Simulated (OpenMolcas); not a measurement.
# Tm3+ in a ligand field

Tm3+ with 6 ligands (fluoride) in trigonal antiprismatic coordination (D3d) at 2.19 Å, a polar angle of 59.1° against the regular 54.74°. A charge of +0.5 e stands 3.2 Å behind each ligand. Ligand basis ANO-RCC-VDZP.

```yaml
Program: OpenMolcas 26.06
Method: CASSCF
Basis: ANO-RCC-VDZP [7s6p4d2f1g]
Scalar_Hamiltonian: DKH2, point nucleus
Active_space: 12 electrons in 7 orbitals (4f)
State_averaging: 2S+1 = 3 even, 21 roots; 2S+1 = 1 even, 27 roots kept (CI in the orbitals of an earlier block)
Spin-orbit_coupling: state interaction with AMFI integrals over the reference wave functions
```

The lowest spin-free states (labels of D3, the rotations of D3d), above the lowest:

| State | Degeneracy | E (cm-1) | Free-ion L (%) |
| --- | --- | --- | --- |
| 3E | 2 | 0.0 | H (100) |
| 3E | 2 | 418.7 | H (100) |
| 3A2 | 1 | 455.6 | H (100) |
| 3A1 | 1 | 494.9 | H (100) |
| 3E | 2 | 603.8 | H (100) |
| 3E | 2 | 823.1 | H (100) |
| 3A2 | 1 | 862.0 | H (100) |
| 3E | 2 | 8325 | F (100) |
| 3A2 | 1 | 8330 | F (100) |
| 3E | 2 | 8488 | F (100) |
| 3A1 | 1 | 8506 | F (100) |
| 3A2 | 1 | 8614 | F (100) |
| 1A1 | 1 | 8971 | G (100) |
| 1E | 2 | 9085 | G (100) |
| 1E | 2 | 9662 | G (100) |
| 1A2 | 1 | 9676 | G (100) |
| 1E | 2 | 9757 | G (100) |
| 1A1 | 1 | 9802 | G (100) |
| 1E | 2 | 28125 | D (100) |
| 1A1 | 1 | 28296 | D (100) |

The lowest levels with spin-orbit coupling:

```
E (cm-1)  Degeneracy  Label      2S+1     J  |mJ| (%)                g
     0.0           1     A1         3  6.00    6 (94)                 
     2.3           1     A2         3  6.00    6 (95)                 
   342.2           2      E         3  6.00    5 (69)   0.00 0.00 9.25
   434.3           2      E         3  6.00    4 (68)   0.00 0.00 6.90
   508.1           1     A1         3  6.00    3 (51)                 
   540.3           1     A2         3  6.01    3 (95)                 
   677.6           2      E         3  6.01    2 (53)   0.00 0.00 5.16
   760.1           2      E         3  6.01    1 (52)   0.00 0.00 2.89
   781.2           1     A1         3  6.01    0 (55)                 
    6892           1     A1  3 (64 %)  4.01    0 (67)                 
    6966           2      E  3 (64 %)  4.01    1 (52)   0.00 0.00 4.53
    7286           2      E  3 (66 %)  4.02    2 (58)   0.00 0.00 0.55
    7314           1     A2  3 (66 %)  4.02   3 (100)                 
    7328           2      E  3 (67 %)  4.03    1 (40)   0.00 0.00 1.39
    7399           1     A1  3 (66 %)  4.02    3 (67)                 
    8461           2      E         3  4.99    5 (95)  0.00 0.00 10.04
    8751           2      E         3  5.00    4 (79)   0.00 0.00 6.93
    8830           1     A2         3  5.00    3 (61)                 
    8886           1     A1         3  5.01   3 (100)                 
    8962           2      E         3  5.00    2 (82)   0.00 0.00 3.25
```

Powder χT (cm3 K/mol): 4.7 at 2 K, 5.73 at 10 K, 5.99 at 50 K, 6.24 at 100 K, 6.62 at 200 K, 6.83 at 300 K. The effective moment at 300 K is 2.828 √(χT) = 7.39 μB.

Hund's rules give f12 the level 3H6 with g = 1.167, so an isolated free-ion multiplet has χT = g² J(J+1) / 8 = 7.146 cm3 K/mol. The computed 6.833 at 300 K differs by -4 %, through the field's splitting, the mixing of terms and any other multiplet in reach.

Metal share of the active 4f orbitals (Löwdin): 99, 100, 100, 100, 100, 100, 100 %; Mulliken charge of the metal 2.40.

Without dynamic correlation the ligand-field splitting of an f shell can come out too small, at times by half. The first state left out of the spin-orbit step lies near 83000 cm-1 above the lowest spin-free state of the reference (among the parities and spins computed), and the lists stop at four fifths of that energy or lower. No measured value stands beside these numbers; the geometry is a model, was not optimised and need not be the one that this ion takes.

With an even number of electrons the g values are those of a degenerate or nearly degenerate non-Kramers pair.
